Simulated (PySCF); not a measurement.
A structure optimised at PBE0-D3(BJ)/def2-SVP, used in a PySCF frequency run:

```
O
Si 1 1.6861
H 2 1.4890 1 105.59
H 2 1.4932 3 110.27 1 119.64
H 2 1.4936 3 110.42 4 120.69
Se 1 1.8139 2 119.08 3 -179.39
Se 6 2.3008 1 103.45 2 -80.44
H 7 1.4781 6 97.23 1 -85.62
```
Charge 0, spin multiplicity 1.

Problem. Write its SMILES and formula.

Solution. [SiH3]O[Se][SeH], H4OSe2Si

Problem. What are its rotational constants (standard atomic weights)?

Solution. 3.3766, 1.1515, 0.90260 GHz
